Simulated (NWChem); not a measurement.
# SiHSClF2; SMILES S[Si](F)(Cl)F

```xyz
6

F     -1.3038    -0.0063    -1.2921
Si    -0.3319     0.0009     0.0011
F     -1.2776    -0.1321     1.3105
S      0.7412     1.8271    -0.0485
Cl     0.8732    -1.6566    -0.0276
H      1.5644     1.4292     0.9631
```
Atoms are numbered in this order, from 1.

All runs: NWChem. Pople sets run with spherical d functions. The geometry was optimised at PBE-D3(BJ)/def2-SVP. Static field.

Q: Order these by “isotropic polarisability (bohr³)”, lowest first: Hartree-Fock/6-31+G*; LC-BLYP (range parameter 0.33 per bohr)/6-31+G*; PBE/6-31+G*.

A: Hartree-Fock/6-31+G* (45.6), LC-BLYP (range parameter 0.33 per bohr)/6-31+G* (51.1), PBE/6-31+G* (53.3)
